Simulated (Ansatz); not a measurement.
Start from `CCSCc1ccccc1` and change one atom or group to get `[F][Ge]([F])([F])[c]1ccccc1`.

Ansatz, PBE0-D4/def2-TZVP geometries, multiplicity 1. Each molecule was computed in one conformer, which needn't be the lowest.

Scalar relativity is left out up to krypton.

```tsv
property	`CCSCc1ccccc1`
LUMO energy (PBE0/def2-TZVPP) / eV	-0.47
size of the dipole moment (PBE/def2-TZVPP) / D	1.40
LUMO energy (PBE/def2-TZVPP) / eV	-1.36
size of the dipole moment (ωB97M-V/def2-TZVPP) / D	1.46
HOMO–LUMO gap (B3LYP/def2-TZVPP) / eV	5.37
HOMO–LUMO gap (ωB97M-V/def2-TZVPP) / eV	9.94
```

(1) What does the change do to each property? (An estimate is asked.)

Results:

(1) Ansatz gave: 
```json
{"property": "LUMO energy (PBE0/def2-TZVPP) / eV", "`[F][Ge]([F])([F])[c]1ccccc1`": "-1.46", "shift": "-0.99"}
{"property": "size of the dipole moment (PBE/def2-TZVPP) / D", "`[F][Ge]([F])([F])[c]1ccccc1`": "4.56", "shift": "3.16"}
{"property": "LUMO energy (PBE/def2-TZVPP) / eV", "`[F][Ge]([F])([F])[c]1ccccc1`": "-2.31", "shift": "-0.95"}
{"property": "size of the dipole moment (ωB97M-V/def2-TZVPP) / D", "`[F][Ge]([F])([F])[c]1ccccc1`": "4.67", "shift": "3.21"}
{"property": "HOMO–LUMO gap (B3LYP/def2-TZVPP) / eV", "`[F][Ge]([F])([F])[c]1ccccc1`": "6.28", "shift": "0.91"}
{"property": "HOMO–LUMO gap (ωB97M-V/def2-TZVPP) / eV", "`[F][Ge]([F])([F])[c]1ccccc1`": "10.78", "shift": "0.84"}
```

With PBE0 the HOMO falls by 1.91 eV and the LUMO falls by 0.99 eV, so the gap widens by about 0.92 eV. PBE moves the HOMO by -2.08 eV and ωB97M-V by -1.79 eV. Dipoles are sizes alone; their direction can turn.

B3LYP here is the variant with VWN-RPA as its local correlation; programs differ in this.
